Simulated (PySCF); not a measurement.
How methods differ on the ionisation energy of Mn⁷⁺

Mn⁷⁺ [Ar] (1S) → Mn⁸⁺ [Ne] 3s2 3p5 (2P), as a difference of total energies. Calculation: PySCF 2.14, in an even-tempered Gaussian basis (20 s from 0.32 bohr⁻², ratio 2.5; 13 p from 0.42 bohr⁻², ratio 2.5; 5 d from 3.8 bohr⁻², ratio 2.7; 5 f from 5.7 bohr⁻², ratio 2.7); the spin-free X2C one-electron Hamiltonian (Gaussian nucleus). Correlated levels: outer shells: 1s2 frozen; virtual orbitals above 40 to 60 times the deepest correlated orbital energy dropped. The calculations carry no spin-orbit coupling.

```
                method  ionisation energy (eV)
                   UHF                  194.56
    MP2 (outer shells)                  195.43
SCS-MP2 (outer shells)                  195.31
   CCSD (outer shells)                  195.29
CCSD(T) (outer shells)                  195.29
```

Problem. How much does correlation contribute at CCSD(T) (outer shells)?

Solution. 195.29 − (194.56) = 0.73 eV, measured against UHF.

The reference lies between the lowest fine-structure levels, while these numbers refer to the centres of the terms.

For comparison: 195.5 ± 0.3 eV (semi-empirical (NIST evaluation); NIST Atomic Spectra Database, ionization energies).
